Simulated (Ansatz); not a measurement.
Isolated molecules relaxed with PBE0-D4/def2-TZVP in Ansatz; ΔE leaves out vibrations. CCSD(T)/CBS adds triple-zeta CCSD(T) − MP2 to the extrapolated MP2 energy (def2 sets, frozen cores). This one scheme is used for every species. Functionals use def2-TZVPP. B3LYP here is the variant with VWN-RPA as its local correlation; programs differ in this. For Ge outer-core shells are correlated without core-valence functions, which leaves a few kJ/mol of doubt a bond. Scalar relativity is left out up to krypton. Each species was taken in one conformer, which may not be the lowest.

Reaction (formal exchange of groups at the Al–C bond): `F[CH2][AlH][GeH3]` + CH₄ → `[CH3][AlH][GeH3]` + fluoromethane

Q: Is it downhill or uphill in electronic energy at CCSD(T)/CBS, and by how much? (Best estimate.)

A: Computed: Downhill: ΔE = -0.18 eV.

Q: What do these levels give: PBE-D4, PBE0-D4, ωB97X-V, B2PLYP, PBE0, B3LYP, HF/def2-TZVPP, MP2/def2-TZVPP, CCSD/def2-TZVPP, SCS-MP2/def2-QZVPP, HF/CBS(def2), MP2/CBS(def2)? (Estimate.)

A: Computed: PBE-D4 -0.13, PBE0-D4 -0.17, ωB97X-V -0.15, B2PLYP -0.16, PBE0 -0.17, B3LYP -0.14, HF/def2-TZVPP -0.21, MP2/def2-TZVPP -0.21, CCSD/def2-TZVPP -0.19, SCS-MP2/def2-QZVPP -0.20, HF/CBS(def2) -0.21, MP2/CBS(def2) -0.20 eV.

Largest T1 diagnostic among the species: 0.012.

From PBE to PBE0 (25 % exact exchange), in def2-TZVPP and without D4, ΔE moves by −0.04 eV.
